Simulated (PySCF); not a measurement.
# Computed records: B$_{2}$FHO

All values are calculated (PySCF 2.14.0). Calculation on a computer-drawn molecule: the log of a Hartree-Fock and frozen-core CCSD(T) single point meant for a local Hartree-Fock minimum, with one planted fault or none, to be diagnosed. Offsets are logged minus clean, where the clean run is the same molecule without the fault. The reference is restricted for singlets and unrestricted otherwise, and also for a bond in bohr or an excited solution. Adding or removing an electron swaps singlet and doublet. The excited solution moves the top pair (singlet) or top alpha electron (doublet) to the lowest empty orbital. Highest occupied and lowest empty are orbital energies over both spins, largest force is the largest gradient component, triples share is (T) over the correlation energy, the T1 limit is 0.02 restricted and 0.045 unrestricted, electrons count all cores, a negative frequency is imaginary (commonest isotopes), and the dipole is about the centre of nuclear charge.

```xyz
5
formula=B2FHO meant_charge=0 meant_multiplicity=1 meant_basis=cc-pVDZ logged_electrons=28 logged_basis_functions=21 logged_SCF_converged=yes logged_spin_squared=0 logged_highest_occupied=-10.865 logged_lowest_empty=5.7495 logged_largest_force=0.0257 logged_T1_diagnostic=0.02344 logged_D1_diagnostic=0.077712 logged_triples_share=0.055575 logged_CC_converged=yes logged_dipole_magnitude=1.7371 logged_SCF_stable_within_its_kind=yes logged_energy_HF=-221.29616 logged_energy_CCSD(T)=-221.50411 possible_faults=no_fault,one_electron_removed,one_electron_added,multiplicity_raised_by_two,geometry_at_a_saddle_point,SCF_held_on_an_excited_solution,minimal_basis_STO-3G,one_bond_length_entered_in_bohr,all_coordinates_scaled planted_fault=minimal_basis_STO-3G HF_energy_offset_from_clean_run=1918 CCSD(T)_energy_offset_from_clean_run=2135
O     -3.5943    -0.7563     1.5147
B     -2.8982    -0.5505     0.5775
B     -1.8681    -0.3096    -0.7714
F     -1.9160     0.8465    -1.4047
H     -1.1093    -1.1437    -1.1619
```

Units: logged_highest_occupied, logged_lowest_empty in eV; logged_largest_force in hartree/bohr; logged_dipole_magnitude in debye; logged_energy_HF, logged_energy_CCSD(T) in hartree; HF_energy_offset_from_clean_run, CCSD(T)_energy_offset_from_clean_run in kcal/mol.

Drawn bonds:
```csv
atom,other atom,order
1,2,2
2,3,1
3,4,1
3,5,1
```

Notes: T1 above single-reference limit.
